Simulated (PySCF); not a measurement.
**Telling isomers of C5H7BO2 apart by NMR**

- GIAO PBE0/pcSseg-1 shieldings
- PBE0-D3(BJ)/def2-SVP geometry
- spin–spin couplings from B3LYP/pcJ-1 (spin–dipole term left out of most H,H and C,H couplings)
- run in PySCF 2.14.0 with density-fitted response routines
- fast rotation and ring inversion assumed for equivalent nuclei, one computed conformer, no relativistic terms, in vacuum

δ = σ(ref) − σ, references computed at the same level: ¹H and ¹³C vs TMS. Multiplet labels drop J under 1 Hz and among equivalent protons, and merge close values. Unscaled 3J(H,H) run several per cent high. Couplings to H on boron are left out. Carbons bonded to boron are broad in practice. Shifts are as computed. Against solution values, carbons near 30 ppm lie about +2 ppm off and those near 130 ppm about +5 ppm. Of 1211 compounds with measured shifts, 218 miss one by over three times the rms of a fit or turn the order of signals round; such compounds aren't used in these exercises. OH and NH positions are gas-phase values without hydrogen bonding to other molecules.

(1) Tabulate the signals of `C=CC1=[O+][BH2-]OC=C1`, `C#C/C(C)=C/B(O)O`, `CC1=CC/1=C/B(O)O` and their relative energies.

(2) What is the quickest way to tell C=CC1=[O+][BH2-]OC=C1 from C#C/C(C)=C/B(O)O?

(3) What is the quickest way to tell C#C/C(C)=C/B(O)O from CC1=CC/1=C/B(O)O?

(4) What is the quickest way to tell C=CC1=[O+][BH2-]OC=C1 from CC1=CC/1=C/B(O)O?

Results:

(1) 
| SMILES | carbon types | δC | δH | E rel. (kcal/mol) |
| --- | --- | --- | --- | --- |
| C=CC1=[O+][BH2-]OC=C1 | 1×C 3×CH 1×CH2 | 185.6, 182.5, 143.5, 139.0, 101.0 | 7.48 (d, 1H), 7.01 (dd, 1H), 6.28 (dd, 1H), 6.06 (dd, 1H), 4.84 (d, 1H), 4.29 (br, 2H) | 17.9 |
| C#C/C(C)=C/B(O)O | 2×C 2×CH 1×CH3 | 152.7, 135.9, 90.2, 89.2, 23.6 | 5.69 (q, 1H), 3.70 (br s, 2H), 3.24 (s, 1H), 2.38 (d, 3H) | 0.0 |
| CC1=CC/1=C/B(O)O | 2×C 2×CH 1×CH3 | 159.9, 142.8, 134.2, 63.7, 14.4 | 7.71 (dq, 1H), 3.53 (d, 1H), 3.07 (br s, 2H), 2.60 (d, 3H) | 5.0 |

Energies are electronic energies at PBE0/pcSseg-1 on these geometries, without zero-point or thermal terms, each for the one conformer computed, which needn't be the lowest.

(2) Both give the same number of carbon signals, but DEPT or the intensities differ. The first has a β carbon of a C=C–C=O unit (CH2) at 143.5 ppm, the second an alkyne carbon (C) at 90.2 ppm. Their most deshielded carbons lie at 185.6 and 152.7 ppm. In the proton spectra the most deshielded non-exchanging signals are 7.48 (d, J = 4.3 Hz, 1H) and 5.69 (q, J = 1.9 Hz, 1H).

(3) Both give the same number of carbon signals, with the same numbers of each carbon type, so the positions decide. The first has an alkyne carbon (C) at 90.2 ppm, the second an alkene CH at 63.7 ppm. Their most deshielded carbons lie at 152.7 and 159.9 ppm. In the proton spectra the most deshielded non-exchanging signals are 5.69 (q, J = 1.9 Hz, 1H) and 7.71 (dq, J = 3.2, 1.1 Hz, 1H).

(4) Both give the same number of carbon signals, but DEPT or the intensities differ. The first has a β carbon of a C=C–C=O unit (CH2) at 143.5 ppm, the second an allylic methyl carbon (CH3) at 14.4 ppm. Their most deshielded carbons lie at 185.6 and 159.9 ppm.
